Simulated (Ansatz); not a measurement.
Ansatz (a program for electronic structure) job for RbI, SMILES [I][Rb], B3LYP-D3(BJ)/def2-TZVPD. 

Ansatz 0.2 input:
```yaml
crystal:
  periodic: [false, false, false]
  atoms:
    - {symbol: Rb, position_ang: [0.00000000, 0.00000000, -1.91539411]}
    - {symbol: I, position_ang: [0.00000000, 0.00000000, 1.33716193]}
basis:
  gaussian:
    orbitals: def2-TZVPD
hamiltonian:
  xc: b3lyp
  dispersion: d3bj
relax: {f_tol: 0.002, max_steps: 200}
```

Program output:

```
WARN ansatz: RAYON_NUM_THREADS=1 ignored (pool sized by the plan → 1); use --threads N
Functional definition: B3LYP
integrals: 0.03 GiB planned
767 factors; their error is unknown
mean field: 0.26 GiB planned
mean field evaluation 1: about -8760.6587 eV, gradient 1.6e1 eV
mean field evaluation 2: about -8759.7960 eV, gradient 2.5e1 eV
mean field evaluation 4: about -8761.7883 eV, gradient 1.3e0 eV
mean field evaluation 8: about -8761.9851 eV, gradient 1.5e-2 eV
mean field -8761.98507490 eV, -321.9970124158 hartree, gradient 6.5e-5 eV, S^2 0.000000; 0 other end points of the search recorded, 0 dependent functions left out
the calculation of the forces begins
reference -8761.98531038 eV, -321.9970210696 hartree; 17, 17 occupied and 75, 75 virtual orbitals, 767 factors
relax step   1: F+E_penalty+E_count = -8762.05315679 eV  Δ(F+E_penalty+E_count) = +0.000e0 eV  max|allowed force component| = 3.277e-2 eV/Å  Δτ_max = 0.0000 Å  (30 SCF iters, accepted)
these checks for a lower state are left out or cut short: starts, cluster_reference, orbital_swaps, neighbouring_geometries, increment
integrals: 0.03 GiB planned
767 factors; their error is unknown
mean field: 0.26 GiB planned
mean field evaluation 16: about -8761.7905 eV, gradient 2.7e-4 eV
mean field -8761.98522095 eV, -321.9970177830 hartree, gradient 1.7e-5 eV, S^2 0.000000; 0 other end points of the search recorded, 0 dependent functions left out
the calculation of the forces begins
reference -8761.98545645 eV, -321.9970264376 hartree; 17, 17 occupied and 75, 75 virtual orbitals, 767 factors
relax step   2: F+E_penalty+E_count = -8762.05327665 eV  Δ(F+E_penalty+E_count) = -1.199e-4 eV  max|allowed force component| = 1.726e-2 eV/Å  Δτ_max = 0.0024 Å  (34 SCF iters, accepted)
these checks for a lower state are left out or cut short: starts, cluster_reference, orbital_swaps, neighbouring_geometries, increment
integrals: 0.03 GiB planned
767 factors; their error is unknown
mean field: 0.26 GiB planned
mean field -8761.98529694 eV, -321.9970205754 hartree, gradient 1.7e-5 eV, S^2 0.000000; 0 other end points of the search recorded, 0 dependent functions left out
the calculation of the forces begins
reference -8761.98553246 eV, -321.9970292309 hartree; 17, 17 occupied and 75, 75 virtual orbitals, 767 factors
relax step   3: F+E_penalty+E_count = -8762.05332331 eV  Δ(F+E_penalty+E_count) = -4.666e-5 eV  max|allowed force component| = 2.716e-4 eV/Å  Δτ_max = 0.0027 Å  (34 SCF iters, accepted)
integrals: 0.03 GiB planned
767 factors; their error is unknown
mean field: 0.26 GiB planned
mean field evaluation 32: about -8761.7905 eV, gradient 2.6e-4 eV
mean field -8761.98529694 eV, -321.9970205754 hartree, gradient 1.7e-5 eV, S^2 0.000000; 1 other end points of the search recorded, 0 dependent functions left out
the calculation of the forces begins
reference -8761.98553246 eV, -321.9970292309 hartree; 17, 17 occupied and 75, 75 virtual orbitals, 767 factors
Total energy: -8762.05355884 eV, -321.9995291540 hartree
Atom 0 at    -0.000000    -0.000000    -1.920460 Å, force     0.000000    -0.000000    -0.000272 eV/Å
Atom 1 at     0.000000     0.000000     1.342227 Å, force    -0.000000     0.000000     0.000272 eV/Å
Dipole moment:    -0.000000     0.000000    -2.448627 e Å
```

The run converged.
